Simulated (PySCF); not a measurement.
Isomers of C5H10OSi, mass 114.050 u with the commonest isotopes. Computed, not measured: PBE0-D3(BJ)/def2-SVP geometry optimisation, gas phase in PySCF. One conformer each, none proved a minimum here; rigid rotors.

Question: Order these by radius of gyration √(Σ m r²/M), smallest first.
A. `[CH2:1]=[CH:2]/[CH:3]=[CH:4]/[O:5][SiH2:6][CH3:7]` with C1–C2–C3–C4 180°, C3–C4–O5–Si6 180°, C4–O5–Si6–C7 180°
B. `[CH3:1]/[CH:2]=[CH:3]\[CH:4]=[CH:5]/[O:6][SiH3:7]` with C2–C3–C4–C5 180°, C4–C5–O6–Si7 -168°
C. `[CH2:1]=[CH:2]/[CH:3]=[C:4](/[CH3:5])[O:6][SiH3:7]` with C1–C2–C3–C4 180°, C3–C4–O6–Si7 170°
D. `[SiH3:1][O:2]/[CH:3]=[CH:4]\[CH:5]1[CH2:6][CH2:7]1` with Si1–O2–C3–C4 161°, C3–C4–C5–C6 -146°
E. `[CH2:1]=[CH:2]/[CH:3]=[CH:4]/[CH2:5][O:6][SiH3:7]` with C1–C2–C3–C4 -179°, C3–C4–C5–O6 132°, C4–C5–O6–Si7 180°
F. `[CH2:1]=[CH:2][Si@@H:3]1[CH2:4][CH2:5][CH2:6][O:7]1` with C1–C2–Si3–C4 -130°, C2–Si3–C4–C5 -97°, Si3–C4–C5–C6 -35°, C4–C5–C6–O7 41°, C5–C6–O7–Si3 -26°
G. `[CH2:1]=[CH:2][CH2:3][SiH2:4][O:5][CH:6]=[CH2:7]` with C1–C2–C3–Si4 110°, C2–C3–Si4–O5 58°, C3–Si4–O5–C6 -154°, Si4–O5–C6–C7 -163°

Answer: F (1.949 Å), C (2.248 Å), G (2.279 Å), D (2.408 Å), B (2.577 Å), A (2.626 Å), E (2.741 Å).

Question: Order these by rotational constant A, smallest first.
A. `[CH2:1]=[CH:2]/[CH:3]=[CH:4]/[O:5][SiH2:6][CH3:7]` with C1–C2–C3–C4 180°, C3–C4–O5–Si6 180°, C4–O5–Si6–C7 180°
B. `[CH2:1]=[CH:2][Si@@H:3]1[CH2:4][CH2:5][CH2:6][O:7]1` with C1–C2–Si3–C4 -130°, C2–Si3–C4–C5 -97°, Si3–C4–C5–C6 -35°, C4–C5–C6–O7 41°, C5–C6–O7–Si3 -26°
C. `[CH3:1]/[CH:2]=[CH:3]\[CH:4]=[CH:5]/[O:6][SiH3:7]` with C2–C3–C4–C5 180°, C4–C5–O6–Si7 -168°
D. `[CH2:1]=[CH:2]/[CH:3]=[C:4](/[CH3:5])[O:6][SiH3:7]` with C1–C2–C3–C4 180°, C3–C4–O6–Si7 170°
E. `[SiH3:1][O:2]/[CH:3]=[CH:4]\[CH:5]1[CH2:6][CH2:7]1` with Si1–O2–C3–C4 161°, C3–C4–C5–C6 -146°
F. `[CH2:1]=[CH:2]/[CH:3]=[CH:4]/[CH2:5][O:6][SiH3:7]` with C1–C2–C3–C4 -179°, C3–C4–C5–O6 132°, C4–C5–O6–Si7 180°

Answer: D (4205 MHz), B (4767 MHz), E (7415 MHz), C (10171 MHz), A (11638 MHz), F (13733 MHz).

Question: Order these by rotational constant B, largest first.
A. `[CH2:1]=[CH:2][Si@@H:3]1[CH2:4][CH2:5][CH2:6][O:7]1` with C1–C2–Si3–C4 -130°, C2–Si3–C4–C5 -97°, Si3–C4–C5–C6 -35°, C4–C5–C6–O7 41°, C5–C6–O7–Si3 -26°
B. `[SiH3:1][O:2]/[CH:3]=[CH:4]\[CH:5]1[CH2:6][CH2:7]1` with Si1–O2–C3–C4 161°, C3–C4–C5–C6 -146°
C. `[CH2:1]=[CH:2][CH2:3][SiH2:4][O:5][CH:6]=[CH2:7]` with C1–C2–C3–Si4 110°, C2–C3–Si4–O5 58°, C3–Si4–O5–C6 -154°, Si4–O5–C6–C7 -163°
D. `[CH2:1]=[CH:2]/[CH:3]=[CH:4]/[O:5][SiH2:6][CH3:7]` with C1–C2–C3–C4 180°, C3–C4–O5–Si6 180°, C4–O5–Si6–C7 180°
E. `[CH2:1]=[CH:2]/[CH:3]=[C:4](/[CH3:5])[O:6][SiH3:7]` with C1–C2–C3–C4 180°, C3–C4–O6–Si7 170°
F. `[CH2:1]=[CH:2]/[CH:3]=[CH:4]/[CH2:5][O:6][SiH3:7]` with C1–C2–C3–C4 -179°, C3–C4–C5–O6 132°, C4–C5–O6–Si7 180°
G. `[CH3:1]/[CH:2]=[CH:3]\[CH:4]=[CH:5]/[O:6][SiH3:7]` with C2–C3–C4–C5 180°, C4–C5–O6–Si7 -168°

Answer: A (1406 MHz), E (1097 MHz), C (1017 MHz), B (819.2 MHz), G (709.0 MHz), D (675.7 MHz), F (605.1 MHz).

| SMILES | point group | Ia (u·Å²) | Ib (u·Å²) | Ic (u·Å²) | κ | μa (D) | μb (D) | μc (D) |
| --- | --- | --- | --- | --- | --- | --- | --- | --- |
| C=C/C=C(/C)O[SiH3] | – | 120.19 | 460.88 | 571.34 | -0.87 | 1.74 | 1.06 | 0.11 |
| C=C/C=C/O[SiH2]C | Cs | 43.42 | 747.89 | 782.17 | -0.99 | 1.97 | 0.43 | 0.01 |
| C/C=C\C=C/O[SiH3] | C1 | 49.69 | 712.79 | 751.91 | -0.99 | 0.78 | 0.76 | 0.19 |
| C=CC[SiH2]OC=C | C1 | 120.39 | 496.99 | 567.65 | -0.92 | 0.69 | 0.69 | 0.44 |
| C=C/C=C/CO[SiH3] | C1 | 36.80 | 835.24 | 841.85 | -1.00 | 0.17 | 0.66 | 0.70 |
| [SiH3]O/C=C\C1CC1 | C1 | 68.15 | 616.89 | 637.47 | -0.99 | 0.53 | 0.35 | 0.31 |
| C=C[Si@@H]1CCCO1 | C1 | 106.02 | 359.55 | 400.63 | -0.92 | 0.23 | 1.52 | 0.41 |
| CC#CC[SiH2]OC | near Cs | 49.44 | 723.16 | 757.04 | -0.99 | 0.19 | 0.67 | 0.03 |
